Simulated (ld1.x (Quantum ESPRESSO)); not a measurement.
Which change was made? (Mg, TM)

magnesium, norm-conserving Troullier–Martins (Kleinman–Bylander form), made with ld1.x (Quantum ESPRESSO) 7.5 (PBE, scalar-relativistic). Core [Ne], reference 3s2 3p0. Waves: 3s (bound): rc 1.75 bohr; 3d channel at 0.1 Ry: rc 2.90 bohr; 3p (bound, empty): rc 3.40 bohr. Local part: the p channel. Core correction: Bessel-smoothed model core inside 1.15 bohr.

Cutoffs, loose and tight: the cutoffs (Ry, on a coarse ladder) from which the occupation-weighted sum of valence levels, in a spherical-Bessel basis at the reference potential, stays within 10 and 1 mRy of its value at 400 Ry. They do not see the model core or the augmentation charge, which bear on the density cutoff. Test errors are all-electron minus pseudo excitation energies from the reference, over the configurations 3s1 3p0; 3s1.5 3p0; 3s1 3p1; 3s0 3p2; 3s0 3p1; variants that change the core or the reference have their own tests.

The base gives: outcome: generated; cutoff, loose: 8 Ry; cutoff, tight: 30 Ry; bound ghosts: none; largest test error (meV): -10.

Task: After one change the result is: outcome: generated; cutoff, loose: 6 Ry; cutoff, tight: 18 Ry; bound ghosts: none; largest test error (meV): -9.2. Which change was it?
A. wave 3s (bound): rc 1.75 bohr becomes 3s (bound): rc 1.26 bohr
B. wave 3s (bound): rc 1.75 bohr becomes 3s (bound): rc 2.58 bohr
C. wave 3s (bound): rc 1.75 bohr becomes 3s (bound): rc 1.66 bohr
D. wave 3s (bound): rc 1.75 bohr becomes 3s (bound): rc 2.30 bohr

Result: D. The others give: wave 3s (bound): rc 1.75 bohr becomes 3s (bound): rc 2.58 bohr → outcome: generated; cutoff, loose: 6 Ry; cutoff, tight: 15 Ry; bound ghosts: none; largest test error (meV): -15 | wave 3s (bound): rc 1.75 bohr becomes 3s (bound): rc 1.66 bohr → outcome: generated; cutoff, loose: 18 Ry; cutoff, tight: 45 Ry; bound ghosts: none; largest test error (meV): -12 | wave 3s (bound): rc 1.75 bohr becomes 3s (bound): rc 1.26 bohr → outcome: generated; cutoff, loose: 110 Ry; cutoff, tight: 160 Ry; bound ghosts: s; largest test error (meV): -41.
